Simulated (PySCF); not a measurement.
# Telling isomers of C$_{5}$H$_{8}$F$_{3}$NSi apart by NMR

[PySCF 2.14: geometry from GFN2-xTB; σ from GIAO-PBE0/pcSseg-1; one computed conformer; one averaged value for each set of equivalent atoms; isolated molecule; no relativistic terms]

Chemical shifts δ = σref − σ; TMS for $^{1}$H (σref 31.72), $^{13}$C (σref 186.93), all at this level. Splittings of carbon signals by F and P are missing where no couplings were computed. Where no couplings were computed, multiplicities follow the n + 1 count of equivalent neighbours, and m marks all less simple cases (inequivalent or close neighbours, rings, F or P nearby). Shifts are as computed. Against solution values, carbons near 30 ppm lie about +3 ppm off and those near 130 ppm about +5 ppm. Of 1211 compounds with measured shifts, 218 miss one by over three times the rms of a fit or turn the order of signals round; such compounds aren't used in these exercises.

(1) Tabulate the signals of `C=C/N=C/[C@@H]([SiH3])C(F)(F)F`, `C#C[C@H](N(C)[SiH3])C(F)(F)F` and their relative energies.

(2) What is the quickest way to tell C=C/N=C/[C@@H]([SiH3])C(F)(F)F from C#C[C@H](N(C)[SiH3])C(F)(F)F?

Answers

(1) 
| SMILES | carbon types | δC | δH | E rel. (kcal/mol) |
| --- | --- | --- | --- | --- |
| C=C/N=C/[C@@H]([SiH3])C(F)(F)F | 1×C 3×CH 1×CH2 | 162.1, 153.1, 136.8, 126.7, 44.0 | 7.83 (m, 1H), 7.03 (m, 1H), 6.01 (m, 1H), 5.49 (m, 1H), 4.08 (d, 3H), 3.31 (m, 1H) | 0.0 |
| C#C[C@H](N(C)[SiH3])C(F)(F)F | 2×C 2×CH 1×CH3 | 135.2, 84.2, 80.7, 59.0, 34.0 | 4.72 (s, 3H), 4.22 (m, 1H), 2.83 (s, 3H), 1.96 (d, 1H) | 21.8 |

Energies are electronic energies at PBE0/pcSseg-1 on these geometries, without zero-point or thermal terms, each for the one conformer computed, which needn't be the lowest.

(2) Both give the same number of carbon signals, but DEPT or the intensities differ. The first has a C=N carbon (CH) at 162.1 ppm, the second a methyl carbon bonded to N (CH3) at 34.0 ppm. Their most deshielded carbons lie at 162.1 and 135.2 ppm. In the proton spectra the most deshielded non-exchanging signals are 7.83 (m, 1H) and 4.72 (s, 3H).
